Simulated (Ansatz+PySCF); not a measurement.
Two shapes of singlet SiF4.

Shape 1:

```xyz
5

Si    0.0000    0.0000    0.0000
F     0.9158    0.9158    0.9158
F     0.9158   -0.9158   -0.9158
F    -0.9158    0.9158   -0.9158
F    -0.9158   -0.9158    0.9158
```

Shape 2:

```xyz
5

Si    0.0000    0.0000    0.0000
F     0.9891    0.9891    0.9891
F     0.9891   -0.9891   -0.9891
F    -0.9891    0.9891   -0.9891
F    -0.9891   -0.9891    0.9891
```

Basis set: def2-SVP (spherical functions). Correlated methods keep 9 orbitals frozen. Charge 0, multiplicity 1.

Computed with Ansatz (development build ahead of 0.2.0); each method stands on the lowest determinant of its kind that the runs found.

(1) Which shape is lower in energy, and by how much in each method?

Results:

(1)

| method | E(2) − E(1) (eV) |
| --- | --- |
| RHF | 1.557 |
| UHF | 1.557 |
| UHF-MP2 | 1.034 |
| RHF-CCSD | 1.112 |
| RHF-CCSD(T) | 1.053 |

Shape 1 is lower.
